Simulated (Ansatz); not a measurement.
`[Cl][In]1[CH2][Se]1` from Hartree–Fock to CCSD(T)

Cartesian coordinates in Å:
```
Cl -3.336 -0.575 0.171
In -1.085 -0.261 0.015
C 0.888 0.451 0.118
Se 0.972 -1.339 -0.876
H 1.165 1.295 -0.503
H 1.395 0.429 1.076
```

Total charge 0; spin multiplicity 1. Correlated methods include outer-core shells of In, Se, which these sets cover unevenly. Scalar relativity is left out up to krypton. In: def2 effective core potential. The geometry is a stationary point of PBE0-D4/def2-TZVP. Frozen core, restricted reference, Ansatz 0.2.0.

| basis | HF (Eh) | MP2 corr. | CCSD corr. | (T) | CCSD(T) total |
| --- | --- | --- | --- | --- | --- |
| def2-SVP | -3087.12832 | -0.58541 | -0.61165 | -0.02068 | -3087.76065 |
| def2-TZVPP | -3087.64124 | -0.90671 | -0.92190 | -0.03971 | -3088.60285 |
| def2-QZVPP | -3087.70410 | -1.42905 | – | – | – |
